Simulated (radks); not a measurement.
Q: These are the eigenvalues of the occupied orbitals of an atom or ion with whole-number occupations (hartree). Method: scalar-relativistic Kohn-Sham, LDA (Slater exchange, VWN5 correlation), spin-polarised, spherical densities, finite nucleus; Fermi nuclear charge, rms radius of each element as measured or else 0.836 A^(1/3) + 0.57 fm; computed with a radial shooting solver on a logarithmic mesh with Libxc functionals.

| orbital | eigenvalue |
|---|---|
| 1s down | -2421.833 |
| 1s up | -2421.832 |
| 2s up | -435.4662 |
| 2s down | -435.4608 |
| 2p up | -385.6971 |
| 2p down | -385.6932 |
| 3s up | -119.1916 |
| 3s down | -119.0839 |
| 3p up | -104.3103 |
| 3p down | -104.2029 |
| 3d up | -86.64885 |
| 3d down | -86.56526 |
| 4s up | -42.89580 |
| 4s down | -42.72479 |
| 4p up | -37.74999 |
| 4p down | -37.58539 |
| 4d up | -31.16287 |
| 4d down | -31.00157 |
| 4f up | -23.94888 |

Which element is it, and in what charge state? The configuration may be excited. Open shells, if any, are filled with parallel spins first.

A: Z = 72, hafnium, charge +23: Hf23+ in [Kr] 4d10 4f3. The list shows which subshells hold electrons but not how many an open one holds; the 1s level, -2421.8 hartree, gives Z - s = 69.6 by -(Z - s)^2/2, which with screening and relativity narrows Z to a few neighbours, and the depths of the outer levels then fix element, charge and occupations together.
